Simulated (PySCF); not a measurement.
C2H9BO2Si2, SMILES O(C)C([SiH2][SiH2]B)=O, GFN2-xTB optimised geometry.

```
16

B      3.12    -1.21     0.00
Si     1.19    -1.21     0.00
Si     0.49     1.03     0.00
C     -1.41     1.04     0.00
O     -2.13     1.04    -0.97
O     -1.87     0.98     1.26
C     -3.28     0.91     1.44
H      3.74    -1.18     1.00
H      3.74    -1.18    -1.00
H      0.53    -1.86     1.16
H      0.52    -1.87    -1.14
H      0.90     1.80    -1.18
H      0.89     1.80     1.19
H     -3.74     1.87     1.21
H     -3.70     0.16     0.77
H     -3.45     0.64     2.48
```

Density from CAM-B3LYP/def2-TZVP (PySCF) at that geometry.

Minimum of the electron density along straight lines between bonded atoms, close to the bond critical point (lines longer than 1.1 times the sum of covalent radii, or with two minima, are not listed):

| bond | length / Å | ρ at the minimum / e bohr⁻³ | ∇²ρ there / e bohr⁻⁵ | position (fraction from the first atom) |
|---|---|---|---|---|
| B1–Si2 | 1.939 | 0.123 | 0.00 | 0.61 |
| Si2–Si3 | 2.345 | 0.092 | -0.17 | 0.43 |
| Si3–C4 | 1.907 | 0.117 | 0.18 | 0.39 |
| C4–O5 | 1.206 | 0.430 | -0.23 | 0.34 |
| C4–O6 | 1.340 | 0.310 | -0.63 | 0.34 |
| O6–C7 | 1.423 | 0.250 | -0.49 | 0.65 |
| B1–H8 | 1.170 | 0.194 | -0.40 | 0.44 |
| B1–H9 | 1.170 | 0.194 | -0.40 | 0.44 |
| Si2–H10 | 1.478 | 0.121 | 0.17 | 0.49 |
| Si2–H11 | 1.476 | 0.121 | 0.17 | 0.49 |
| Si3–H12 | 1.466 | 0.125 | 0.17 | 0.49 |
| Si3–H13 | 1.466 | 0.125 | 0.17 | 0.49 |
| C7–H14 | 1.092 | 0.285 | -1.02 | 0.65 |
| C7–H15 | 1.092 | 0.286 | -1.03 | 0.65 |
| C7–H16 | 1.087 | 0.289 | -1.04 | 0.65 |
